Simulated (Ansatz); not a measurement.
A short molecular-dynamics run on CH₇B₂N (`CBBN`).

```yaml
crystal:
  periodic: [false, false, false]
  atoms:
    - {symbol: C, position_ang: [-0.552189, 1.610593, 0.505391]}
    - {symbol: B, position_ang: [-0.789075, 0.199048, -0.121734]}
    - {symbol: B, position_ang: [0.425685, -0.809563, -0.683448]}
    - {symbol: N, position_ang: [1.058394, -1.827640, 0.025745]}
    - {symbol: H, position_ang: [-1.298935, 1.888238, 1.254576]}
    - {symbol: H, position_ang: [-0.711620, 2.314868, -0.328113]}
    - {symbol: H, position_ang: [0.450300, 1.802822, 0.892366]}
    - {symbol: H, position_ang: [-1.941491, -0.109194, -0.308325]}
    - {symbol: H, position_ang: [0.804134, -0.651201, -1.820820]}
    - {symbol: H, position_ang: [1.780487, -2.404226, -0.371753]}
    - {symbol: H, position_ang: [0.839710, -2.070845, 0.976817]}
basis:
  gaussian: {orbitals: def2-SVP}
hamiltonian: {xc: {name: BLYP}}
md: {timestep: 0.5 fs, n_steps: 50, ensemble: nvt_nose_hoover, temperature: 500, initial_velocities: maxwell_boltzmann, seed: 768}
```

```sh
$ ansatz run in.yaml --threads 2 --pin off --events-out ev --progress --plain --max-ram 4352MiB
```

```
step  time (fs)  potential energy (eV)  kinetic (eV)  T (K)  conserved (eV)
   0        0.0             -3988.7681        0.5817    500      -3988.1864
   1        0.5             -3988.7477        0.5619    483      -3988.1858
   2        1.0             -3988.7109        0.5262    452      -3988.1847
   3        1.5             -3988.6757        0.4921    423      -3988.1836
   4        2.0             -3988.6574        0.4739    407      -3988.1835
   5        2.5             -3988.6581        0.4738    407      -3988.1843
   6        3.0             -3988.6660        0.4808    413      -3988.1853
   7        3.5             -3988.6662        0.4804    413      -3988.1858
   8        4.0             -3988.6496        0.4640    399      -3988.1857
   9        4.5             -3988.6172        0.4321    371      -3988.1852
  10        5.0             -3988.5761        0.3917    337      -3988.1845
  11        5.5             -3988.5358        0.3520    303      -3988.1840
  12        6.0             -3988.5044        0.3209    276      -3988.1837
  13        6.5             -3988.4868        0.3035    261      -3988.1836
  14        7.0             -3988.4848        0.3013    259      -3988.1837
  15        7.5             -3988.4963        0.3126    269      -3988.1840
  16        8.0             -3988.5163        0.3322    286      -3988.1845
  17        8.5             -3988.5372        0.3526    303      -3988.1851
  18        9.0             -3988.5503        0.3652    314      -3988.1856
  19        9.5             -3988.5485        0.3634    312      -3988.1858
  20       10.0             -3988.5309        0.3464    298      -3988.1853
  21       10.5             -3988.5062        0.3228    277      -3988.1842
  22       11.0             -3988.4908        0.3085    265      -3988.1833
  23       11.5             -3988.4989        0.3167    272      -3988.1832
  24       12.0             -3988.5312        0.3482    299      -3988.1842
  25       12.5             -3988.5732        0.3890    334      -3988.1855
  26       13.0             -3988.6052        0.4205    361      -3988.1862
  27       13.5             -3988.6147        0.4301    370      -3988.1862
  28       14.0             -3988.6004        0.4166    358      -3988.1857
  29       14.5             -3988.5702        0.3874    333      -3988.1849
  30       15.0             -3988.5359        0.3540    304      -3988.1842
  31       15.5             -3988.5085        0.3273    281      -3988.1837
  32       16.0             -3988.4959        0.3150    271      -3988.1834
  33       16.5             -3988.5016        0.3208    276      -3988.1835
  34       17.0             -3988.5242        0.3432    295      -3988.1839
  35       17.5             -3988.5577        0.3763    323      -3988.1845
  36       18.0             -3988.5921        0.4101    353      -3988.1853
  37       18.5             -3988.6154        0.4331    372      -3988.1860
  38       19.0             -3988.6178        0.4354    374      -3988.1863
  39       19.5             -3988.5962        0.4146    356      -3988.1858
  40       20.0             -3988.5596        0.3795    326      -3988.1846
  41       20.5             -3988.5269        0.3483    299      -3988.1833
  42       21.0             -3988.5172        0.3392    292      -3988.1829
  43       21.5             -3988.5359        0.3573    307      -3988.1838
  44       22.0             -3988.5708        0.3911    336      -3988.1851
  45       22.5             -3988.6015        0.4212    362      -3988.1860
  46       23.0             -3988.6127        0.4326    372      -3988.1862
  47       23.5             -3988.6009        0.4216    362      -3988.1857
  48       24.0             -3988.5726        0.3944    339      -3988.1849
  49       24.5             -3988.5388        0.3616    311      -3988.1842
  50       25.0             -3988.5101        0.3336    287      -3988.1838
```

Velocities are drawn at the set temperature; a run this short doesn't reach equilibrium.

Frames (Å, forces in eV/Å):

```xyz
11
time=0.0 fs
C    -0.552    1.611    0.505    0.000   -0.234    0.018
B    -0.789    0.199   -0.122    0.144   -0.059   -0.070
B     0.426   -0.810   -0.683   -0.206    0.159    0.036
N     1.058   -1.828    0.026   -0.086    0.176   -0.149
H    -1.299    1.888    1.255   -0.388    0.171    0.384
H    -0.712    2.315   -0.328   -0.085    0.339   -0.394
H     0.450    1.803    0.892    0.510    0.129    0.198
H    -1.941   -0.109   -0.308   -0.403   -0.101   -0.062
H     0.804   -0.651   -1.821    0.118    0.063   -0.385
H     1.780   -2.404   -0.372    0.527   -0.442   -0.253
H     0.840   -2.071    0.977   -0.132   -0.200    0.677
11
time=1.5 fs
C    -0.555    1.624    0.502    0.010   -0.613    0.554
B    -0.796    0.190   -0.117    0.645    0.468    0.135
B     0.429   -0.798   -0.684    0.239   -0.273    0.066
N     1.054   -1.841    0.028    0.718    0.727   -2.894
H    -1.325    1.923    1.246    0.140   -0.018    0.086
H    -0.711    2.317   -0.329   -0.052    0.524   -0.675
H     0.474    1.791    0.881   -0.082    0.152    0.097
H    -1.922   -0.135   -0.282   -0.922   -0.226   -0.121
H     0.845   -0.610   -1.828   -0.062   -0.055    0.069
H     1.797   -2.407   -0.379    0.142   -0.034   -0.200
H     0.898   -2.111    0.940   -0.774   -0.652    2.883
11
time=3.0 fs
C    -0.557    1.637    0.499   -0.046   -0.590    0.602
B    -0.801    0.182   -0.111    0.667    0.830    0.233
B     0.433   -0.786   -0.684    0.595   -0.598    0.071
N     1.050   -1.854    0.027    0.938    0.266   -2.162
H    -1.348    1.958    1.239    0.593   -0.190   -0.174
H    -0.712    2.329   -0.344    0.053    0.312   -0.477
H     0.495    1.782    0.871   -0.617    0.186   -0.002
H    -1.922   -0.166   -0.258   -0.945   -0.221   -0.099
H     0.884   -0.571   -1.833   -0.234   -0.178    0.453
H     1.816   -2.411   -0.390   -0.309    0.354   -0.044
H     0.941   -2.163    0.959   -0.695   -0.172    1.599
11
time=4.5 fs
C    -0.560    1.648    0.497   -0.184   -0.404    0.108
B    -0.805    0.175   -0.105    0.212    0.959    0.242
B     0.438   -0.776   -0.684    0.793   -0.833    0.177
N     1.047   -1.866    0.023    0.844   -0.474    0.018
H    -1.359    1.989    1.229    0.763   -0.266   -0.234
H    -0.711    2.348   -0.368    0.175   -0.128    0.007
H     0.504    1.777    0.861   -0.812    0.239   -0.015
H    -1.942   -0.201   -0.236   -0.453   -0.051   -0.019
H     0.918   -0.535   -1.829   -0.334   -0.272    0.635
H     1.829   -2.407   -0.403   -0.484    0.473    0.056
H     0.969   -2.219    1.010   -0.519    0.757   -0.976
11
time=6.0 fs
C    -0.563    1.659    0.496   -0.343   -0.366   -0.614
B    -0.809    0.170   -0.099   -0.348    0.923    0.225
B     0.445   -0.768   -0.684    0.817   -1.030    0.446
N     1.046   -1.878    0.018    0.538   -0.503    1.071
H    -1.354    2.014    1.215    0.593   -0.216   -0.062
H    -0.707    2.364   -0.393    0.244   -0.486    0.411
H     0.496    1.777    0.851   -0.598    0.292    0.071
H    -1.971   -0.237   -0.214    0.195    0.190    0.056
H     0.945   -0.504   -1.811   -0.333   -0.315    0.583
H     1.832   -2.394   -0.414   -0.280    0.298    0.008
H     0.985   -2.258    1.043   -0.485    1.214   -2.195
11
time=7.5 fs
C    -0.567    1.669    0.493   -0.463   -0.596   -1.266
B    -0.813    0.167   -0.092   -0.682    0.816    0.218
B     0.453   -0.762   -0.682    0.668   -1.198    0.866
N     1.046   -1.892    0.015    0.072    0.116    0.912
H    -1.337    2.035    1.199    0.153   -0.060    0.276
H    -0.698    2.370   -0.409    0.230   -0.596    0.530
H     0.476    1.784    0.843   -0.071    0.322    0.220
H    -1.996   -0.269   -0.192    0.669    0.392    0.092
H     0.966   -0.481   -1.782   -0.228   -0.290    0.314
H     1.830   -2.374   -0.426    0.162   -0.029   -0.159
H     0.991   -2.273    1.031   -0.510    1.123   -2.004
11
time=9.0 fs
C    -0.571    1.678    0.488   -0.486   -0.998   -1.512
B    -0.818    0.166   -0.085   -0.681    0.695    0.232
B     0.463   -0.758   -0.679    0.373   -1.320    1.354
N     1.046   -1.905    0.013   -0.164    1.159   -0.743
H    -1.316    2.055    1.189   -0.308    0.105    0.569
H    -0.683    2.363   -0.414    0.143   -0.425    0.320
H     0.454    1.797    0.840    0.457    0.301    0.341
H    -2.007   -0.293   -0.167    0.845    0.498    0.090
H     0.981   -0.463   -1.746   -0.044   -0.202   -0.098
H     1.831   -2.355   -0.441    0.450   -0.250   -0.236
H     0.986   -2.264    0.978   -0.585    0.435   -0.318
11
time=10.5 fs
C    -0.577    1.686    0.481   -0.364   -1.331   -1.010
B    -0.825    0.166   -0.078   -0.349    0.602    0.259
B     0.473   -0.756   -0.674    0.013   -1.329    1.721
N     1.045   -1.917    0.010    0.148    2.268   -3.588
H    -1.302    2.076    1.191   -0.467    0.126    0.534
H    -0.666    2.348   -0.412    0.016   -0.036   -0.151
H     0.441    1.817    0.844    0.585    0.203    0.310
H    -2.000   -0.307   -0.140    0.707    0.486    0.061
H     0.996   -0.450   -1.712    0.141   -0.091   -0.483
H     1.841   -2.341   -0.460    0.296   -0.239   -0.018
H     0.968   -2.247    0.920   -0.726   -0.657    2.365
11
time=12.0 fs
C    -0.583    1.690    0.472   -0.125   -1.359    0.054
B    -0.833    0.167   -0.069    0.272    0.573    0.288
B     0.483   -0.758   -0.664   -0.295   -1.113    1.713
N     1.045   -1.925    0.001    0.516    2.229   -3.928
H    -1.297    2.100    1.204   -0.269   -0.038    0.117
H    -0.649    2.332   -0.414   -0.100    0.362   -0.614
H     0.440    1.841    0.854    0.237    0.031    0.100
H    -1.979   -0.310   -0.112    0.273    0.345    0.021
H     1.013   -0.439   -1.688    0.213   -0.026   -0.624
H     1.857   -2.332   -0.480   -0.072   -0.150    0.367
H     0.935   -2.243    0.908   -0.650   -0.852    2.504
11
time=13.5 fs
C    -0.589    1.693    0.462    0.128   -0.975    0.890
B    -0.840    0.170   -0.061    1.057    0.607    0.300
B     0.493   -0.761   -0.652   -0.479   -0.640    1.253
N     1.046   -1.929   -0.013    0.299    1.102   -1.124
H    -1.297    2.123    1.219    0.014   -0.252   -0.402
H    -0.633    2.323   -0.429   -0.165    0.458   -0.665
H     0.444    1.866    0.866   -0.246   -0.160   -0.172
H    -1.952   -0.305   -0.084   -0.349    0.104   -0.015
H     1.035   -0.429   -1.677    0.115   -0.046   -0.437
H     1.871   -2.326   -0.492   -0.270   -0.147    0.619
H     0.889   -2.254    0.946   -0.106   -0.053   -0.248
11
time=15.0 fs
C    -0.595    1.694    0.455    0.316   -0.329    0.981
B    -0.845    0.174   -0.051    1.703    0.607    0.281
B     0.502   -0.766   -0.637   -0.561   -0.021    0.525
N     1.047   -1.932   -0.029   -0.170    0.247    1.143
H    -1.298    2.141    1.226    0.140   -0.374   -0.730
H    -0.621    2.324   -0.457   -0.195    0.184   -0.216
H     0.444    1.887    0.874   -0.521   -0.301   -0.365
H    -1.932   -0.299   -0.056   -0.868   -0.118   -0.037
H     1.059   -0.420   -1.674   -0.086   -0.121   -0.059
H     1.881   -2.324   -0.490   -0.187   -0.241    0.617
H     0.840   -2.268    0.980    0.430    0.467   -2.141
11
time=16.5 fs
C    -0.600    1.694    0.449    0.412    0.216    0.503
B    -0.846    0.179   -0.041    1.838    0.417    0.242
B     0.510   -0.771   -0.621   -0.605    0.599   -0.226
N     1.047   -1.935   -0.043   -0.508   -0.135    2.033
H    -1.296    2.151    1.217    0.028   -0.345   -0.746
H    -0.613    2.328   -0.489   -0.215   -0.199    0.362
H     0.432    1.902    0.875   -0.455   -0.352   -0.404
H    -1.930   -0.295   -0.029   -0.924   -0.160   -0.054
H     1.081   -0.413   -1.674   -0.281   -0.177    0.294
H     1.886   -2.327   -0.476    0.050   -0.354    0.429
H     0.800   -2.273    0.970    0.661    0.492   -2.432
11
time=18.0 fs
C    -0.605    1.694    0.444    0.402    0.394   -0.181
B    -0.844    0.184   -0.031    1.412    0.014    0.208
B     0.516   -0.774   -0.605   -0.643    1.110   -0.837
N     1.047   -1.938   -0.055   -0.375   -0.141    1.510
H    -1.294    2.154    1.193   -0.287   -0.169   -0.464
H    -0.610    2.329   -0.515   -0.227   -0.435    0.699
H     0.411    1.910    0.868   -0.067   -0.301   -0.276
H    -1.948   -0.294   -0.003   -0.474    0.002   -0.084
H     1.097   -0.410   -1.667   -0.396   -0.163    0.488
H     1.893   -2.337   -0.453    0.194   -0.371    0.204
H     0.774   -2.267    0.910    0.460    0.061   -1.265
11
time=19.5 fs
C    -0.609    1.695    0.438    0.299    0.213   -0.726
B    -0.839    0.190   -0.020    0.749   -0.449    0.186
B     0.522   -0.776   -0.591   -0.681    1.432   -1.202
N     1.047   -1.941   -0.064    0.512    0.290   -0.557
H    -1.298    2.153    1.159   -0.650    0.068   -0.043
H    -0.612    2.320   -0.525   -0.219   -0.431    0.653
H     0.389    1.911    0.854    0.460   -0.170   -0.039
H    -1.975   -0.292    0.022    0.158    0.223   -0.128
H     1.105   -0.410   -1.650   -0.396   -0.066    0.474
H     1.903   -2.356   -0.425    0.094   -0.231    0.042
H     0.756   -2.261    0.826   -0.326   -0.880    1.340
11
time=21.0 fs
C    -0.612    1.697    0.432    0.168   -0.088   -0.704
B    -0.833    0.195   -0.009    0.179   -0.813    0.155
B     0.525   -0.775   -0.580   -0.744    1.532   -1.253
N     1.047   -1.943   -0.074    1.316    0.463   -1.758
H    -1.315    2.154    1.124   -0.777    0.189    0.230
H    -0.618    2.302   -0.522   -0.186   -0.191    0.225
H     0.376    1.908    0.840    0.766   -0.030    0.166
H    -1.999   -0.287    0.043    0.645    0.361   -0.166
H     1.105   -0.412   -1.623   -0.269    0.107    0.251
H     1.915   -2.378   -0.397   -0.124   -0.014   -0.071
H     0.732   -2.274    0.769   -0.974   -1.517    2.925
11
time=22.5 fs
C    -0.615    1.698    0.424    0.105   -0.241    0.030
B    -0.826    0.198    0.003   -0.160   -1.008    0.097
B     0.528   -0.770   -0.570   -0.834    1.403   -0.991
N     1.050   -1.945   -0.086    0.649   -0.609    0.420
H    -1.349    2.158    1.094   -0.480    0.084    0.182
H    -0.628    2.281   -0.515   -0.132    0.180   -0.423
H     0.379    1.905    0.829    0.568    0.055    0.203
H    -2.010   -0.273    0.061    0.852    0.365   -0.184
H     1.099   -0.411   -1.591   -0.037    0.322   -0.130
H     1.924   -2.402   -0.369   -0.252    0.154   -0.182
H     0.689   -2.317    0.768   -0.279   -0.706    0.978
11
time=24.0 fs
C    -0.618    1.699    0.416    0.133   -0.127    0.879
B    -0.820    0.199    0.015   -0.229   -1.011    0.012
B     0.529   -0.763   -0.563   -0.857    1.037   -0.562
N     1.053   -1.948   -0.098   -0.504   -1.653    2.677
H    -1.392    2.164    1.067    0.078   -0.139   -0.036
H    -0.641    2.263   -0.517   -0.065    0.418   -0.867
H     0.394    1.903    0.823    0.007    0.096    0.091
H    -2.003   -0.252    0.075    0.753    0.236   -0.179
H     1.092   -0.404   -1.561    0.210    0.510   -0.508
H     1.929   -2.422   -0.346   -0.230    0.228   -0.296
H     0.640   -2.375    0.788    0.703    0.407   -1.212
11
time=25.0 fs
C    -0.620    1.700    0.412    0.168    0.094    1.096
B    -0.816    0.199    0.023   -0.122   -0.909   -0.057
B     0.528   -0.757   -0.559   -0.762    0.703   -0.321
N     1.054   -1.951   -0.104   -1.062   -1.862    3.286
H    -1.421    2.167    1.048    0.425   -0.258   -0.148
H    -0.651    2.256   -0.528   -0.013    0.373   -0.829
H     0.405    1.903    0.819   -0.369    0.127    0.002
H    -1.989   -0.235    0.083    0.520    0.087   -0.165
H     1.090   -0.393   -1.547    0.313    0.576   -0.639
H     1.929   -2.433   -0.334   -0.145    0.232   -0.374
H     0.614   -2.410    0.790    1.047    0.837   -1.850
```

Run time 58 s (2 threads of an Arm Neoverse V2 on a shared host); peak host memory 0.11 GiB.
